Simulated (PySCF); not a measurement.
Changes within a family of molecules, several properties at once.

PySCF, PBE0/def2-SVPD, density fitting, gas phase; each molecule at its own GFN2-xTB geometry, one conformer. Singlet excitations by full TDDFT with frozen cores and triplets by Tamm–Dancoff TDDFT. 

Torsions of the conformers computed, which needn't be the lowest (atom-mapped SMILES):
- `[SiH3:1][O:2][CH:3]1[CH2:4][SiH2:5][CH2:6]1`: Si1–O2–C3–C4 71°
- `[N:1]#[C:2][CH2:3][CH:4]1[CH2:5][SiH2:6][CH2:7]1`: C2–C3–C4–C5 65°
- `[CH3:1][S:2][CH:3]1[CH2:4][SiH2:5][CH2:6]1`: C1–S2–C3–C4 174°
- `[CH3:1][C:2](=[S:3])[CH:4]1[CH2:5][SiH2:6][CH2:7]1`: C1–C2–C4–C5 -164°
- `[O:1]=[S:2](=[O:3])([OH:4])[CH:5]1[CH2:6][SiH2:7][CH2:8]1`: O1–S2–C5–C6 57°, H–O4–S2–O1 -125°
- `[CH3:1]/[N:2]=[CH:3]/[CH:4]1[CH2:5][SiH2:6][CH2:7]1`: N2–C3–C4–C5 110°

Reference: `C#CC1C[SiH2]C1`, with HOMO energy -7.53 eV, LUMO energy -0.01 eV, lowest singlet excitation 6.19 eV, lowest triplet excitation 5.31 eV, mean polarisability 82.3 au and dipole moment 0.65 D.

Changes against it:

```json
{"molecule": "CSC1C[SiH2]C1", "Δ HOMO energy (eV)": "+1.32", "Δ LUMO energy (eV)": "+0.06", "Δ lowest singlet excitation (eV)": "-1.13", "Δ lowest triplet excitation (eV)": "-0.65", "Δ mean polarisability (au)": "+13.3", "Δ dipole moment (D)": "+0.99"}
{"molecule": "CC(=S)C1C[SiH2]C1", "Δ HOMO energy (eV)": "+1.25", "Δ LUMO energy (eV)": "-1.91", "Δ lowest singlet excitation (eV)": "-3.57", "Δ lowest triplet excitation (eV)": "-3.16", "Δ mean polarisability (au)": "+23.5", "Δ dipole moment (D)": "+2.15"}
{"molecule": "O=S(=O)(O)C1C[SiH2]C1", "Δ HOMO energy (eV)": "-0.99", "Δ LUMO energy (eV)": "-0.06", "Δ lowest singlet excitation (eV)": "+1.02", "Δ lowest triplet excitation (eV)": "+1.20", "Δ mean polarisability (au)": "+4.8", "Δ dipole moment (D)": "+2.54"}
{"molecule": "C/N=C/C1C[SiH2]C1", "Δ HOMO energy (eV)": "+0.45", "Δ LUMO energy (eV)": "-0.10", "Δ lowest singlet excitation (eV)": "-1.04", "Δ lowest triplet excitation (eV)": "-0.95", "Δ mean polarisability (au)": "+12.1", "Δ dipole moment (D)": "+0.68"}
```

Rows whose labels were lost:

```
row  Δ HOMO energy (eV)  Δ LUMO energy (eV)  Δ lowest singlet excitation (eV)  Δ lowest triplet excitation (eV)  Δ mean polarisability (au)  Δ dipole moment (D)
  P               -0.80                0.00                             +0.88                             +0.98                        +3.9                +3.42
  Q               -0.26               +0.18                             +0.53                             +1.02                        +8.2                +0.23
  R               +0.50               +0.15                             -0.21                             -0.03                       +15.2                -0.31
```

Task: Which row belongs to which of `[SiH3]OC1C[SiH2]C1`, `CC#CC1C[SiH2]C1` and `N#CCC1C[SiH2]C1`?

Result: P = `N#CCC1C[SiH2]C1`, Q = `[SiH3]OC1C[SiH2]C1` and R = `CC#CC1C[SiH2]C1`. P and Q are told apart most clearly by the dipole moment (+3.42 against +0.23 D); P and R are told apart most clearly by the dipole moment (+3.42 against -0.31 D); Q and R are told apart most clearly by the lowest triplet excitation (+1.02 against -0.03 eV); P comes close to the labelled row of `O=S(=O)(O)C1C[SiH2]C1` in every column.

Task: Which row has the smallest HOMO–LUMO gap and which the largest, and does the HOMO or the LUMO shift more there?

Result: Smallest, counted from the reference: `CC(=S)C1C[SiH2]C1`, -3.16 eV (HOMO +1.25, LUMO -1.91), the larger shift being that of the LUMO. Largest: `O=S(=O)(O)C1C[SiH2]C1`, +0.93 eV (HOMO -0.99, LUMO -0.06), the larger shift being that of the HOMO.
